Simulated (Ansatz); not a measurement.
Mulliken charges of C2HCl3Ti, SMILES `C#[C][Ti]([Cl])([Cl])[Cl]` from r2SCAN/def2-TZVPP in Ansatz (PBE0-D4/def2-TZVP geometry).

```tsv
atom	x (Å)	y (Å)	z (Å)	charge (e)
C1	1.611	-1.296	0.550	-0.267
C2	0.696	-0.562	0.233	-0.260
Ti3	-0.801	0.641	-0.288	0.861
Cl4	-2.420	-0.612	-0.990	-0.184
Cl5	-0.068	1.942	-1.854	-0.184
Cl6	-1.371	1.761	1.474	-0.184
H7	2.414	-1.942	0.829	0.218
```

Problem. By hand: the dipole of these point charges (1 e Å = 4.8032 D).

Solution. Σ q r = (-0.064, 0.052, -0.023) e Å, of length 0.086 e Å = 0.41 D.

Problem. How does the dipole of the full density compare? (Estimate.)

Solution. Ansatz gave: (0.265, -0.213, 0.092) e Å, 1.69 D; the point charges give 0.24 times that, at 179° from its direction, so they point the opposite way.

Point charges leave out the atoms' own dipoles, such as those of lone pairs, and Mulliken's split depends on the basis, so the two needn't agree.
